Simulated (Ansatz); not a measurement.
`N[SiH2][SiH2]S` + NH₃ → `N[SiH2][SiH2]N` + H₂S  (ligand exchange at the Si–S bond)

Computed with Ansatz on PBE0-D4/def2-TZVP structures; ΔE is electronic, products minus reactants. CCSD(T)/CBS is the MP2 limit (def2-TZVPP, def2-QZVPP) plus CCSD(T) − MP2 in def2-TZVPP, frozen cores. This one scheme is used for every species. DFT in def2-TZVPP. One conformer a species, not always the lowest.

```
         species  B97M-V energy (Eh)
`N[SiH2][SiH2]S`         -1035.98864
             NH₃           -56.57145
`N[SiH2][SiH2]N`          -693.25031
             H₂S          -399.30186
```

Q: Work out ΔE.

A: ΔE = (-693.25031) + (-399.30186) − (-1035.98864) − (-56.57145) = 0.00792 Eh = +20.8 kJ/mol. CCSD(T)/CBS gives +20.2 kJ/mol.

Largest T1 diagnostic among the species: 0.011.

In def2-TZVPP, CCSD(T) changes the Hartree–Fock value by +5.6 kJ/mol (the triples alone add +1.9 kJ/mol) and MP2 by +8.5 kJ/mol. At CCSD(T), def2-SVP lies −7.2 kJ/mol from the extrapolated value and def2-TZVPP −3.6 kJ/mol. From BLYP to BHLYP (50 % exact exchange), in def2-TZVPP and without D4, ΔE moves by −3.4 kJ/mol.
